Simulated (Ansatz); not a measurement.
Consider the redistribution: `FB1B[SiH2]1` + `C[SiH](N)N` → `NB1[SiH2]B1F` + `C[SiH2]N`.

Program: Ansatz. Geometries: PBE0-D4/def2-TZVP. ΔE: electronic, gas phase. CBS: MP2 limit from def2 TZ/QZ plus the TZ coupled-cluster correction, frozen cores. Functionals use def2-TZVPP. Each species was taken in one conformer, which may not be the lowest.

`FB1B[SiH2]1`:

```xyz
7

F     1.814   -0.302    1.634
B     0.598   -0.148    1.283
B    -0.805    0.042    0.687
Si   -0.139    0.083   -1.046
H    -1.918    0.136    1.084
H    -0.869    0.246   -2.332
H     1.319   -0.057   -1.309
```

`C[SiH](N)N`:

Z-matrix (Å, degrees):
```
C
Si 1 1.868
H 1 1.093 2 111.2
H 1 1.093 2 110.4 3 -120.0
H 1 1.094 2 111.4 3 120.6
N 2 1.714 1 117.3 3 59.8
N 2 1.717 1 105.8 3 -59.0
H 2 1.496 1 108.0 3 175.8
H 6 1.006 2 120.8 1 91.3
H 6 1.007 2 121.8 1 -61.1
H 7 1.007 2 120.3 1 179.7
H 7 1.006 2 120.7 1 -33.2
```

`NB1[SiH2]B1F`:

```xyz
9

N     0.541    0.939    1.413
B    -0.328    0.413    0.497
Si    0.178   -1.007   -1.126
B    -1.296    0.186   -0.745
F    -2.609    0.035   -0.920
H     0.552    1.922    1.641
H     1.225    0.397    1.913
H     0.186   -2.446   -1.518
H     1.551   -0.438   -1.156
```

`C[SiH2]N`:

Cartesian coordinates in Å:
```
C 0.867 1.033 -0.370
Si 0.001 -0.624 -0.300
N -1.249 -0.783 0.872
H 1.641 1.029 -1.144
H 1.348 1.268 0.583
H 0.164 1.837 -0.602
H 1.015 -1.671 0.002
H -0.616 -0.888 -1.629
H -1.029 -0.867 1.851
H -2.140 -0.336 0.737
```

**Question.** Is it downhill or uphill in electronic energy at CCSD(T)/CBS, and by how much? (Estimate.)

**Answer.** The calculation gave: Uphill: ΔE = +8.2 kcal/mol.

**Question.** What do these levels give: B97M-V, r2SCAN, BHLYP, LC-ωPBE, CCSD/def2-SVP, CCSD(T)/def2-TZVPP? (Best estimate.)

**Answer.** Ansatz gave: B97M-V 6.7, r2SCAN 6.5, BHLYP 5.8, LC-ωPBE 4.0, CCSD/def2-SVP -0.6, CCSD(T)/def2-TZVPP 7.5 kcal/mol.

Largest T1 diagnostic among the species: 0.016.

Leaving LDA and LC-ωPBE aside and taking each functional with its dispersion term where it has one, the values, not all of them listed here, spread over 3.1 kcal/mol, from PBE-D4 to ωB97M-V. At CCSD(T), def2-SVP lies −8.6 kcal/mol from the extrapolated value and def2-TZVPP −0.7 kcal/mol. From BLYP to BHLYP (50 % exact exchange), in def2-TZVPP and without D4, ΔE moves by +1.5 kcal/mol.
